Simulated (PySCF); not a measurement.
All numbers come from PySCF, B3LYP, basis Sb def2-SVPD with ECP28, O def2-SVPD (scalar-relativistic core potentials, no spin–orbit coupling, density fitting).

```xyz
4
charge -1 multiplicity 1, angstrom
Sb    0.0000    0.0000    0.0000
O     0.0024    0.0000    1.8735
O     1.6213    0.0000   -0.9388
O    -1.6237    0.0000   -0.9346
```

SbO₃⁻ (singlet), along the line from Sb1 (at 0) through O2 (at 1.873 Å). Core electrons replaced by a potential are absent, the electrostatic potential uses the reduced nuclear charge, and values within about 0.7 Å of such atoms have no physical meaning.

Q: Tabulate the fields along this line at 0.75, 0.84, 0.94, 1.03, 1.12, 1.22, 1.31, 1.41, 1.50, 1.59, 1.69, 1.78, 1.97, 2.06, 2.15, 2.25, 2.34, 2.44, 2.53, 2.62, 2.72, 2.81, 2.90, 3.00 Å.

A: 
```tsv
distance (Å)	electron density (e/Å³)	electron localisation function	electrostatic potential (V)
0.75	1.89	0.236	41.1
0.84	1.18	0.153	28.5
0.94	0.957	0.187	20.5
1.03	0.998	0.357	15.7
1.12	1.22	0.583	14.2
1.22	1.61	0.704	16.4
1.31	2.21	0.73	24
1.41	3.06	0.681	40.4
1.50	4.21	0.487	72.7
1.59	5.68	0.156	137
1.69	13.5	0.118	284
1.78	132	0.981	783
1.97	131	0.975	782
2.06	13.9	0.115	280
2.15	6.33	0.23	133
2.25	4.55	0.623	66.9
2.34	3.09	0.789	33.7
2.44	2.01	0.826	15.8
2.53	1.28	0.821	5.94
2.62	0.797	0.791	0.458
2.72	0.486	0.739	-2.58
2.81	0.297	0.666	-4.25
2.90	0.185	0.578	-5.14
3.00	0.119	0.492	-5.58
```

The lowest empty level of this anion is unbound, so it and the gap depend on the basis.
